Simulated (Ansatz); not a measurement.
AlBFH$_{4}$NOSi. Charge 0, multiplicity 1.

Cartesian coordinates in Å:
```
B -1.619 0.495 0.550
N -0.333 0.024 0.240
Si 0.762 0.308 -1.120
O 1.925 -0.700 -0.480
Al 0.955 -1.056 0.893
F 1.198 -2.002 2.198
H -2.181 1.253 -0.196
H -2.163 0.143 1.561
H 0.236 -0.177 -2.418
H 1.221 1.713 -1.229
```

Question: Give the diagnostics of a CCSD(T)/def2-TZVPP run (frozen core, the Gaussian-basis code of Ansatz). (An estimate is asked.)

Answer: Computed: T1 = 0.0138, largest single amplitude 0.023, largest double 0.021, (T) share of the correlation energy 3.6 %, 10 CCSD cycles. The RHF solution is stable towards an unrestricted one. T1 lies under the customary mark of 0.02 for closed shells.
